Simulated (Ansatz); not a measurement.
Born–Oppenheimer molecular dynamics of a periodic cell of 14 atoms, H9ClO4 (contents 4 H2O + 1 HCl, density as packed 0.96 g/cm³ with natural masses). It goes on from the last frame of an earlier run, with new velocities.

These are results of DFT r2SCAN-D3(BJ), scalar-relativistic, plane waves, PAW (Ansatz 0.2.0), not measurements. Settings: cutoff 500 eV, k mesh 1x1x1, fermi-dirac smearing 0.05 eV, no spin polarisation.

```json
{
 "ensemble": "NVT, Langevin thermostat",
 "time step": "0.5 fs",
 "steps asked": "40",
 "set temperature": "1500 K",
 "friction": "0.02 /fs",
 "seed": "657496"
}
```

First frame:

```xyz
14
Lattice="5.7297 0.0000 0.0000 0.0000 5.7297 0.0000 0.0000 0.0000 5.7297" Properties=species:S:1:pos:R:3
O 3.860 1.847 0.571
H 4.217 0.958 0.148
H 4.625 2.088 1.123
O 4.325 5.280 4.649
H 4.359 4.309 4.870
H 3.406 5.483 4.397
O 2.914 -0.203 2.358
H 3.243 0.628 1.753
H 2.146 -0.169 1.541
O -0.290 4.470 1.799
H -1.238 4.670 1.758
H 0.027 3.901 1.008
Cl 1.301 3.208 4.283
H 0.275 3.332 3.591
```

Question: What does the run give?

Answer: All steps were run.

```json
{"steps done": "40", "time covered": "20 fs", "mean temperature over the second half": "1601 K", "spread of the potential energy over the second half": "17.0 meV per atom", "mean potential energy of the second half above the start": "-1.6 meV per atom"}
```

A run of 0.02 ps of so small a system gives no equilibrium averages. Limits of this set-up: coarse k mesh.

Question: What happens to the structure?

Answer: Mean squared displacements from the first frame to the last, about the centre of mass: O 0.08 Å², H 0.29 Å², Cl 0.04 Å². This is one draw of velocities; another would differ in detail.

Question: How do temperature and energy run in time?

Answer: 
```
time (fs)  T (K)  potential energy less start (eV)
      0.0   1393                             0.000
      0.5   1307                             0.050
      1.0   1245                             0.138
      1.5   1179                             0.238
      2.0   1106                             0.274
      2.5   1190                             0.159
      3.0   1299                            -0.073
      3.5   1384                            -0.329
      4.0   1505                            -0.498
      4.5   1622                            -0.526
      5.0   1579                            -0.482
      5.5   1581                            -0.467
      6.0   1518                            -0.469
      6.5   1442                            -0.384
      7.0   1285                            -0.216
      7.5   1287                            -0.127
      8.0   1277                            -0.175
      8.5   1372                            -0.288
      9.0   1453                            -0.393
      9.5   1398                            -0.395
     10.0   1368                            -0.272
     10.5   1332                            -0.080
     11.0   1194                             0.092
     11.5   1192                             0.174
     12.0   1261                             0.137
     12.5   1285                             0.057
     13.0   1447                             0.001
     13.5   1577                            -0.017
     14.0   1598                            -0.021
     14.5   1720                            -0.018
     15.0   1665                             0.037
     15.5   1656                             0.169
     16.0   1646                             0.321
     16.5   1647                             0.380
     17.0   1636                             0.255
     17.5   1705                            -0.017
     18.0   1940                            -0.315
     18.5   1980                            -0.505
     19.0   1981                            -0.505
     19.5   1966                            -0.321
     20.0   1836                            -0.022
```

Time of the run: 8.7 min on 1 thread of Arm Neoverse V2 (shared host), peak memory 0.69 GiB.
